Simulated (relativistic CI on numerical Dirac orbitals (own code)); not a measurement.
## Sensitivity of the levels of Ta XXXVIII to α and to the nuclear radius

These numbers are calculated, not measured: Dirac-Coulomb-Breit CI, separate exchange-only KLI orbitals for each configuration, derivatives by finite differences, unscaled Slater integrals, QED left out (own radial code, finite nucleus).

Configurations in the expansion (outside the closed core [Ar] 3d10): 4s²4p⁶, 4s²4p⁵4d, 4s4p⁶4d, 4s²4p⁵4f, 4s4p⁶4f, 4p⁶4d², 4p⁵4d³, 4p⁵4d²4f. Double excitations out of closed p, d and f shells are left out; levels of such configurations are missing from the list, as are those of other unlisted configurations, and high levels can miss mixing partners.

With x = (α/α₀)² − 1 an excitation energy changes as ω = ω₀ + qx; K = 2q/ω₀ is the relative enhancement. Terms are leading LS components, so labels can repeat. The field-shift factor is F = δν/δ⟨r²⟩ for the transition from the lowest level.

Lowest level 4s²4p⁶ ¹S0.

| Level | ω₀ (cm⁻¹) | q (cm⁻¹) | F (GHz/fm²) |
| --- | --- | --- | --- |
| 4s²4p⁵4d ³P°0 | 1171181 | 46190 | 9.18 |
| 4s²4p⁵4d ³P°1 | 1207008 | 58280 | 9.49 |
| 4s²4p⁵4d ³F°3 | 1231602 | 48470 | 8.16 |
| 4s²4p⁵4d ³D°2 | 1243044 | 49850 | 9.09 |
| 4s²4p⁵4d ³F°4 | 1346062 | 193700 | 11.3 |
| 4s²4p⁵4d ¹D°2 | 1366536 | 195300 | 12.6 |
| 4s²4p⁵4d ³D°3 | 1411026 | 193200 | 13.3 |
| 4s²4p⁵4d ³D°1 | 1536247 | 240400 | 4.41 |
| 4s²4p⁵4d ³F°2 | 1903011 | 872300 | -101 |
| 4s²4p⁵4d ³P°2 | 2053530 | 1.019e+06 | -95.4 |
| 4s²4p⁵4d ³F°3 | 2073092 | 1.021e+06 | -96.9 |
| 4s²4p⁵4d ¹P°1 | 2088046 | 825300 | -89.5 |
| 4s4p⁶4d ³D1 | 2698633 | 636400 | -1000 |
| 4s4p⁶4d ³D2 | 2744363 | 677800 | -1050 |
| 4s4p⁶4d ³D3 | 2837792 | 589500 | -693 |
| 4s²4p⁵4f ³G4 | 2869850 | 194500 | 30.8 |
| 4s²4p⁵4f ³G5 | 2885972 | 226500 | 32 |
| 4s²4p⁵4f ¹F3 | 2901290 | 212500 | 5.61 |
| 4s²4p⁵4f ³D2 | 2925368 | 577900 | -851 |
| 4s²4p⁵4f ³D1 | 2936918 | 559700 | -814 |
| 4s²4p⁵4f ³F4 | 2941101 | 228000 | 32.2 |
| 4s²4p⁵4f ¹D2 | 2961137 | 352400 | -243 |
| 4s4p⁶4d ³D3 | 3008054 | 770100 | -1070 |

At this charge energies of transitions that change n are usually good to better than 1 %, and those within a shell (Δn = 0) to a few per cent.

Question: Which transition from the lowest level has the largest |K|?

Answer: 4s²4p⁵4d ³P°2 at 2053530 cm⁻¹, K = 0.992.
